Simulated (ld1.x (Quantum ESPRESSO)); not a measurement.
**chromium: excitation energies, all-electron against TM**

Cr, norm-conserving Troullier–Martins (Kleinman–Bylander form), made with ld1.x (Quantum ESPRESSO) 7.5 (PBE, scalar-relativistic). Core [Ar], reference 3d5 4s1 4p0. Waves: 4s (bound): rc 2.55 bohr; 4p (bound, empty): rc 4.00 bohr; 3d (bound): rc 1.60 bohr. Local part: the d channel. Core correction: a·sin(br)/r model core inside 1.10 bohr.

Energies are relative to the spin-unpolarised reference configuration 3d5 4s1 4p0; without spin polarisation the order of configurations can differ from experiment. Not all tests gave a result: 2 of 7 tests not solved or not reliable. Left out of the table: 3d5.5 4s0.5 4p0 (solver errors, printed error -178 eV); 3d4 4s1 4p1 (solver errors, printed error -2.5 eV).

Problem. Give the all-electron excitation energy and the error of the potential for: 3d5 4s0 4p0; 3d4 4s0 4p0; 3d3 4s0 4p0; 3d4 4s2 4p0; 3d5 4s0 4p1.

Solution.

| valence configuration | charge | ΔE all-electron (eV) | error AE − PS (meV) |
| --- | --- | --- | --- |
| 3d5 4s0 4p0 | +1 | 6.901 | -19 |
| 3d4 4s0 4p0 | +2 | 22.953 | -91 |
| 3d3 4s0 4p0 | +3 | 53.702 | -801 |
| 3d4 4s2 4p0 | 0 | -0.100 | -131 |
| 3d5 4s0 4p1 | 0 | 3.121 | -2.3 |

Levels in the configuration 3d4 4s2 4p0:

```
level  all-electron (eV)  pseudo (eV)
   3d             -5.995       -6.267
   4s             -4.912       -4.864
```

Note: ghost states, extra bound levels that the all-electron valence spectrum of the same l lacks: s at -177.7 eV, p at -64.8 eV. A true bound ghost makes a file unfit for plane-wave use.
